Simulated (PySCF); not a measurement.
`C=C(C)[C@]1(C#CC)C[SiH2]1`: 4 charge schemes on one density

Compound: C₈H₁₂Si.
Geometry (GFN2-xTB, Å), atoms numbered from 1 in this order:
```
atom  x, y, z in Å
C1    -2.5539    0.9330   -0.0621
C2    -1.2724    0.7560    0.2457
C3    -0.5737    1.6751    1.2051
C4    -0.4504   -0.3554   -0.2760
C5     0.9613   -0.1987   -0.1449
C6     2.1559   -0.0973   -0.0651
C7     3.5936    0.0376    0.0439
C8    -0.8831   -1.0983   -1.5570
Si9   -1.1245   -2.1518   -0.0302
H10   -3.0928    0.2875   -0.7336
H11   -3.1178    1.7506    0.3533
H12   -0.1312    1.1014    2.0190
H13    0.2351    2.2033    0.7008
H14   -1.2656    2.4036    1.6201
H15    4.0418   -0.9193    0.3141
H16    4.0164    0.3669   -0.9060
H17    3.8432    0.7701    0.8121
H18   -1.7183   -0.6680   -2.0902
H19   -0.0626   -1.3261   -2.2254
H20   -2.4516   -2.2508    0.5461
H21   -0.1582   -3.2024    0.2297
```

Density: PBE0/pcSseg-1 (PySCF); schemes: Mulliken, IAO, Hirshfeld and ESP-fitted. Isolated species at its GFN2-xTB geometry (one conformer only). GFN2-xTB frequencies show an imaginary mode (29i cm⁻¹), so this geometry is no minimum at that level.

Do the Mulliken, IAO, Hirshfeld and ESP-fitted schemes agree on where the charge is highest?

The schemes don't all agree: Mulliken Si9 (+0.565); IAO Si9 (+0.658); Hirshfeld Si9 (+0.318); ESP-fitted C2 (+0.383).

For which atoms does the sign change between the 4 schemes (beyond +0.03 e in one, beyond −0.03 e in another)?

C2, C4, C5 and C6.

What partial charge does each atom carry?

In e:

| atom | environment | Mulliken | IAO | Hirshfeld | ESP-fitted |
| --- | --- | --- | --- | --- | --- |
| C1 | terminal =CH2 carbon | -0.113 | -0.377 | -0.134 | -0.738 |
| C2 | fully substituted alkene carbon | -0.285 | +0.045 | +0.016 | +0.383 |
| C3 | allylic carbon | -0.125 | -0.419 | -0.120 | -0.573 |
| C4 | sp3 carbon bound to silicon | -0.654 | -0.197 | -0.048 | +0.181 |
| C5 | alkyne carbon | +0.278 | -0.080 | -0.062 | -0.470 |
| C6 | alkyne carbon | -0.374 | -0.075 | -0.058 | +0.246 |
| C7 | propargylic carbon | -0.189 | -0.433 | -0.100 | -0.575 |
| C8 | sp3 carbon bound to silicon | -0.316 | -0.507 | -0.159 | -0.542 |
| Si9 | SiH2 silicon | +0.565 | +0.658 | +0.318 | +0.203 |
| H10 | vinylic hydrogen | +0.099 | +0.134 | +0.035 | +0.230 |
| H11 | vinylic hydrogen | +0.101 | +0.145 | +0.039 | +0.234 |
| H12 | methyl hydrogen | +0.129 | +0.152 | +0.040 | +0.144 |
| H13 | methyl hydrogen | +0.139 | +0.157 | +0.040 | +0.178 |
| H14 | methyl hydrogen | +0.111 | +0.143 | +0.044 | +0.164 |
| H15 | methyl hydrogen | +0.142 | +0.167 | +0.056 | +0.179 |
| H16 | methyl hydrogen | +0.143 | +0.167 | +0.056 | +0.182 |
| H17 | methyl hydrogen | +0.143 | +0.169 | +0.058 | +0.183 |
| H18 | methylene hydrogen | +0.151 | +0.160 | +0.044 | +0.174 |
| H19 | methylene hydrogen | +0.156 | +0.171 | +0.048 | +0.217 |
| H20 | Si–H hydrogen | -0.049 | -0.090 | -0.056 | -0.005 |
| H21 | Si–H hydrogen | -0.052 | -0.092 | -0.058 | +0.004 |

Mean size of the charges over all atoms: ESP-fitted 0.276 e, IAO 0.216 e, Mulliken 0.205 e, Hirshfeld 0.076 e. Each set sums to the total charge, 0, to within 0.001 e. The Mulliken scheme gives each basis function's population to the atom it is centred on and halves the overlap population of two atoms between them. The Hirshfeld scheme divides the density at each point in proportion to the densities of the neutral, spherically averaged free atoms.

Sum the charges by element, for elements with more than one atom.

```tsv
element	atoms	Mulliken	IAO	Hirshfeld	ESP-fitted
C	8	-1.778	-2.042	-0.665	-2.087
H	12	+1.213	+1.384	+0.347	+1.884
```

How closely do the schemes follow one another over all atoms?

Correlation coefficient and root-mean-square difference: IAO with Hirshfeld 0.96, 0.175 e; IAO with ESP-fitted 0.78, 0.211 e; Mulliken with IAO 0.72, 0.196 e; Mulliken with Hirshfeld 0.70, 0.200 e; Hirshfeld with ESP-fitted 0.68, 0.278 e; Mulliken with ESP-fitted 0.19, 0.382 e.
